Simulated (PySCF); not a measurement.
Cl6Y2, SMILES [Cl][Y]12([Cl])<-[Cl][Y]1([Cl])([Cl])<-[Cl]2.

Geometry: PBE-D3(BJ)/def2-SVP. The multiplicity is an assumed one; other spin states were not compared. The def2 effective core potentials stand for the cores of Y; spin–orbit coupling is left out. The values are those of a single conformer.

Method: PBE-D3(BJ)/def2-SVP (PySCF).

Frequencies are harmonic and unscaled.

```
mode  ν (cm⁻¹)  IR (km/mol)  moving atoms (share of kinetic energy)
----  --------  -----------  --------------------------------------
1           16          0.8                                 Cl 99 %
2           35          0.0                                Cl 100 %
3           46          0.0                         Cl 63 %, Y 37 %
4           50         19.7                         Cl 78 %, Y 22 %
5           63          0.0                                 Cl 92 %
6           64          0.0                         Cl 55 %, Y 45 %
7           67          0.0                                Cl 100 %
8           79          6.3                         Cl 87 %, Y 13 %
9           95          3.9                         Cl 85 %, Y 15 %
10         117          0.0                         Y 52 %, Cl 48 %
11         213          0.0                         Cl 74 %, Y 26 %
12         251        117.8                         Cl 82 %, Y 18 %
13         256          0.0                         Cl 88 %, Y 12 %
14         264         55.8                         Cl 68 %, Y 32 %
15         354        158.7                         Cl 77 %, Y 23 %
16         368          0.0                         Cl 71 %, Y 29 %
17         386          0.0                         Cl 62 %, Y 38 %
18         390        186.4                         Cl 61 %, Y 39 %
```
